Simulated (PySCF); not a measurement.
From one molecule to another.

First species: C₃H₆OSi.
Structure used (GFN2-xTB), in Å, numbered top down from 1:
```
atom  x, y, z in Å
C1    -1.781    0.772   -0.713
C2    -1.067    0.061    0.147
Si3    0.562   -0.798   -0.246
C4     1.878    0.032    0.886
O5     2.435   -0.521    1.800
H6    -1.467    0.908   -1.735
H7    -2.711    1.249   -0.441
H8    -1.443   -0.039    1.160
H9     0.974   -0.537   -1.629
H10    0.505   -2.223    0.070
H11    2.121    1.099    0.676
```

Second species: 1-methylpyrazole, C4H6N2.
Bonds: C1–N2, N2–C3 (aromatic), C3–C4 (aromatic), C4–C5 (aromatic), C5–N6 (aromatic), N2–N6 (aromatic). Hydrogens: H7, H8, H9 on C1; H10 on C3; H11 on C4; H12 on C5.

Levels: CAM-B3LYP/def2-SVPD for dipole moment, HOMO energy, LUMO energy, HOMO–LUMO gap, static isotropic polarisability and electronic spatial extent ⟨r²⟩ about the centre of nuclear charge; TDDFT CAM-B3LYP/def2-SVPD for lowest singlet excitation; TDA CAM-B3LYP/def2-SVPD for lowest triplet excitation (Tamm–Dancoff); GFN2-xTB for rotational constant A and rotational constant C. Geometries: GFN2-xTB. Each structure is a single optimised conformer of the isolated species, non-relativistic unless stated. Electronic properties by PySCF.

Dipoles, sizes and rotational constants follow the conformer. The torsions of the flexible species, by atom-mapped SMILES:
- `[CH2:1]=[CH:2][SiH2:3][CH:4]=[O:5]`: C1–C2–Si3–C4 117°, C2–Si3–C4–O5 112°

Question: Which of the two has the higher dipole moment, and by how much?

Answer: The first: 3.05 D against 2.36 D, a difference of 0.69 D.

Question: Which has the higher S1 energy?

Answer: The second: 6.65 eV against 3.21 eV, a difference of 3.44 eV.

Question: Which has the higher rotational constant A?

Answer: The first: 10.518 GHz against 9.200 GHz, a difference of 1.318 GHz.

Question: Which of the two has the higher LUMO energy, and by how much?

Answer: The second: 1.34 eV against -0.46 eV, a difference of 1.80 eV.

Question: Which has the higher static isotropic polarisability?

Answer: The first: 67.0 au against 58.8 au, a difference of 8.2 au.

Question: Which of the two has the higher rotational constant C, and by how much?

Answer: The second: 2.719 GHz against 1.766 GHz, a difference of 0.953 GHz.

Question: Which has the higher HOMO–LUMO gap?

Answer: The second: 9.77 eV against 7.90 eV, a difference of 1.87 eV.

Question: Which has the higher T1 energy?

Answer: The second: 4.72 eV against 2.53 eV, a difference of 2.19 eV.

On the first: S1 lies 4.69 eV below the HOMO–LUMO gap; its leading configuration is HOMO→LUMO, weight 0.88.

On the second: The vertical singlet–triplet gap S1 − T1 is 1.93 eV (TDDFT singlet less Tamm–Dancoff triplet; S1: HOMO→LUMO+1, weight 0.54, beside HOMO−1→LUMO+1, weight 0.31; T1: HOMO−1→LUMO+1, weight 0.51, beside HOMO→LUMO+1, weight 0.38). No computed singlet falls in the visible range (750 to 380 nm, 1.65 to 3.26 eV); S1 lies 3.39 eV above its blue end.
